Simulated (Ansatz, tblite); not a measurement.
Forces on `Cc1cc(-c2sc(-c3sc(-c4sc(S)cc4C)cc3C)cc2C)sc1S` at its r2SCAN-D4/def2-SVP geometry. Charge 0, multiplicity 1.

The xTB rows come from tblite. Single mean-field runs in def2-TZVP are fitted with def2-universal-jkfit.

GFN1-xTB (tblite), largest force 0.99 eV/Å:

```xyz
44
positions Å, forces eV/Å
C     5.391   -0.890    4.039    0.329   -0.234   -0.106
C     4.063   -0.212    4.159   -0.644    0.505    0.551
C     3.056   -0.268    3.159   -0.312    0.073   -0.208
C     1.886    0.418    3.468    0.391   -0.121    0.097
C     0.712    0.562    2.644   -0.293    0.051    0.010
S     0.735   -0.114    1.031   -0.139    0.159    0.059
C    -0.893    0.418    0.699    0.006    0.153    0.441
C    -1.503    0.156   -0.579   -0.415   -0.003   -0.089
S    -0.499   -0.085   -1.986   -0.189   -0.092   -0.036
C    -1.880   -0.347   -3.024   -0.124    0.106    0.349
C    -1.758   -0.633   -4.431    0.258   -0.013   -0.227
S    -3.215   -0.912   -5.359    0.214   -0.083   -0.031
C    -2.311   -1.226   -6.810    0.549    0.201    0.437
S    -3.090   -1.511   -8.358   -0.081   -0.523    0.257
C    -0.958   -1.084   -6.583   -0.293   -0.034   -0.209
C    -0.624   -0.744   -5.243   -0.684   -0.058    0.234
C     0.790   -0.559   -4.782    0.411    0.052    0.116
C    -3.049   -0.234   -2.279    0.018   -0.096   -0.298
C    -2.859    0.046   -0.905    0.730    0.045   -0.167
C    -3.987    0.170    0.072   -0.352    0.067    0.259
C    -1.410    1.076    1.808   -0.012   -0.081   -0.245
C    -0.522    1.165    2.910    0.492   -0.309   -0.369
C    -0.887    1.846    4.194   -0.114    0.201    0.372
S     2.031    1.140    5.053    0.093   -0.094   -0.223
C     3.652    0.537    5.255   -0.018   -0.350   -0.712
S     4.512    0.800    6.765    0.235    0.441   -0.193
H     6.076   -0.552    4.829   -0.199   -0.027   -0.157
H     5.848   -0.684    3.057   -0.140   -0.014    0.295
H     5.286   -1.985    4.126   -0.031    0.336   -0.005
H     3.187   -0.803    2.215   -0.032    0.184    0.324
H    -3.704   -2.678   -8.039    0.222    0.570   -0.058
H    -0.216   -1.233   -7.370   -0.218    0.073    0.293
H     1.071   -1.294   -4.008   -0.195    0.180   -0.220
H     1.486   -0.678   -5.624   -0.198    0.026    0.194
H     0.953    0.442   -4.348   -0.159   -0.273   -0.131
H    -4.040   -0.365   -2.723    0.328    0.048    0.153
H    -4.897   -0.305   -0.324    0.254    0.093    0.078
H    -4.234    1.226    0.280    0.144   -0.301   -0.131
H    -3.739   -0.303    1.035   -0.026    0.092   -0.303
H    -2.403    1.527    1.820    0.308   -0.126    0.042
H    -1.928    2.198    4.159    0.259   -0.101   -0.016
H    -0.787    1.169    5.059    0.014    0.120   -0.317
H    -0.242    2.718    4.394   -0.128   -0.281   -0.148
H     4.899    2.084    6.546   -0.257   -0.561    0.038
```

GFN2-xTB (tblite), largest force 1.02 eV/Å:

```
C 0.223 -0.108 -0.039
C -0.458 0.255 0.316
C -0.211 0.155 0.027
C 0.289 -0.230 -0.223
C -0.203 0.154 0.315
S -0.035 0.079 0.034
C -0.317 0.243 0.280
C -0.463 0.022 0.133
S -0.132 -0.070 -0.035
C -0.350 0.030 0.045
C 0.449 0.026 -0.032
S 0.005 -0.013 0.124
C 0.861 0.147 0.372
S -0.083 -0.378 0.058
C -0.234 0.026 -0.026
C -0.480 -0.081 0.086
C 0.267 0.028 0.047
C 0.120 -0.046 -0.093
C 0.465 0.007 -0.200
C -0.247 0.018 0.191
C 0.134 -0.084 -0.129
C 0.263 -0.189 -0.302
C -0.084 0.126 0.229
S -0.104 -0.017 -0.161
C 0.114 -0.464 -0.905
S 0.223 0.299 -0.054
H -0.269 -0.085 -0.248
H -0.216 -0.017 0.359
H -0.058 0.424 -0.007
H -0.073 0.290 0.488
H 0.149 0.391 -0.026
H -0.379 0.097 0.407
H -0.226 0.240 -0.269
H -0.309 0.028 0.241
H -0.182 -0.353 -0.156
H 0.509 0.067 0.200
H 0.359 0.141 0.070
H 0.160 -0.354 -0.168
H -0.013 0.126 -0.385
H 0.515 -0.229 0.015
H 0.354 -0.151 -0.057
H 0.017 0.170 -0.381
H -0.168 -0.351 -0.161
H -0.183 -0.373 0.021
```

PBE-D4/def2-TZVP (Ansatz), largest force 0.20 eV/Å:

```
C 0.051 -0.026 -0.016
C -0.141 0.039 -0.014
C 0.012 0.031 0.065
C -0.023 0.017 -0.009
C 0.007 -0.001 0.002
S -0.135 0.088 0.102
C -0.013 -0.003 -0.009
C 0.008 0.006 -0.003
S -0.193 0.015 0.060
C 0.008 -0.014 -0.013
C -0.013 0.000 0.011
S 0.184 -0.001 -0.055
C 0.004 0.027 0.015
S 0.041 0.031 0.078
C -0.020 0.005 0.045
C -0.140 -0.029 -0.048
C 0.050 0.009 0.006
C 0.064 0.006 0.038
C 0.105 -0.016 -0.106
C -0.054 0.008 0.033
C 0.063 -0.024 0.003
C 0.052 -0.063 -0.128
C -0.015 0.020 0.037
S 0.140 -0.106 -0.078
C -0.029 -0.010 -0.018
S -0.053 -0.021 -0.080
H -0.024 -0.019 -0.039
H -0.012 -0.008 0.062
H 0.005 0.058 -0.004
H -0.009 0.039 0.074
H -0.012 -0.028 -0.005
H -0.058 0.010 0.062
H -0.012 0.029 -0.037
H -0.032 0.004 0.036
H -0.003 -0.043 -0.022
H 0.072 0.014 0.038
H 0.042 0.019 0.013
H 0.013 -0.050 -0.007
H -0.013 0.025 -0.044
H 0.074 -0.038 -0.002
H 0.045 -0.017 0.000
H -0.011 0.030 -0.037
H -0.034 -0.036 -0.010
H 0.011 0.019 0.005
```
